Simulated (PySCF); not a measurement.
Mean polarisability (bohr³) of eight silicon and germanium compounds: PBE beside CAM-B3LYP, computed with PySCF for isolated molecules in the bases named; differences from unrounded values. The eight are the first of their class met in an unordered collection, after screening for sound electronic states; none was chosen by its value. Each molecule has one DFT geometry for both levels.

```tsv
molecule	basis	CAM-B3LYP	PBE	difference
GeF2Cl2, SMILES [Cl][Ge]([Cl])([F])[F]	def2-TZVP	48.2	50.7	2.5
Si(F)2(GeH3)(OH) (F2GeH4OSi), SMILES O[Si](F)(F)[GeH3]	def2-TZVP	56.7	60.0	3.3
Ge(F)3(SeH) (F3GeHSe), SMILES [F][Ge]([F])([F])[SeH]	def2-TZVP	50.1	52.8	2.7
C2H4Cl2Si2, SMILES C(#C[SiH](Cl)Cl)[SiH3]	def2-TZVP	96.5	102.7	6.2
C₂H₈O₂Si, SMILES C[C@H](O)[SiH2]O	def2-TZVP	57.6	61.1	3.5
Si(F)3(SiH3) (F3H3Si2), SMILES F[Si](F)(F)[SiH3]	def2-TZVP	49.4	52.6	3.1
Si(F)(Br)(Me)(NH2) (CH₅BrFNSi), SMILES C[Si](N)(F)Br	def2-TZVP	61.2	64.5	3.3
Si(H)(Me)(OH)(OMe) (C2H8O2Si), SMILES CO[SiH](C)O	def2-TZVP	56.6	59.7	3.1
```

PBE lies below CAM-B3LYP in 0 and above it in 8 of the eight; the mean signed difference is 3.5 and the largest 6.2 bohr³.
